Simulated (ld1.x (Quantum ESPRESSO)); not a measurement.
Values are calculated unless marked as measured or tabulated.
# Hardness and transferability of assorted potentials

Generated with ld1.x 7.5 (TM, RRKJ, ultrasoft, PAW), atompaw 4.2 or ONCVPSP 4.0.1. The cutoff is in Ry: for ld1.x and atompaw files where the sum of valence levels is converged to 10 mRy in a Bessel basis, for ONCV files where the hardest occupied wave has 1 mHa per electron of residual kinetic energy. The error is the largest all-electron minus pseudo excitation energy over each file’s own four to seven test configurations (ionisations up to +4, promotions, holes and added fractions of an electron), all of which were solved. The labels leave out finer settings (local radius, basis sizes, second energies), which also bear on the numbers. Spin-polarised tests are not counted. The rows are a selection from randomly drawn settings: files with unsolved tests, undetermined cutoffs or missed reference levels are left out.

A true bound ghost makes a file unfit for plane-wave use even where its test errors are small: the radial tests pick states by their node count and pass the ghost by.

```csv
element,potential,cutoff (Ry),largest error (meV),bound ghosts
Br,"TM, PBE, scalar-relativistic, rc 1.10/1.25 (sp), local smoothed, core correction yes, reference 4s2 4p5",110,+128,"s, d"
Pb,"PAW, PBEsol, scalar-relativistic, rc 2.10/2.65/1.65/1.95 (spdf), local smoothed, core correction yes, reference 5d10 6s2 6p2",45,-56,none
Bi,"TM, revPBE, fully relativistic, rc 1.85/2.45/2.15 (spd), local s, core correction no, reference 6s2 6p3",25,-21,"d3/2, d5/2"
```

(1) Fill in the row for Ar: TM, PBE, scalar-relativistic, rc 1.30/1.40/1.45 (spd), local s, core correction yes, reference 3s2 3p6.

(2) Fill in the row for Li: TM, LDA (PZ), scalar-relativistic, rc 3.35/4.20/3.90 (spd), local smoothed, core correction yes, reference 2s0 2p1.

(3) Fill in the row for Bi: ultrasoft, LDA (PZ), scalar-relativistic, rc 2.15/2.40/2.20 (spd), local smoothed, core correction no, reference 5d10 6s2 6p3.

Results:

(1) cutoff 60 Ry, largest error +196 meV, bound ghosts: none.

(2) cutoff 6 Ry, largest error +3.5 meV, bound ghosts: none.

(3) cutoff 25 Ry, largest error -18 meV, bound ghosts: none.
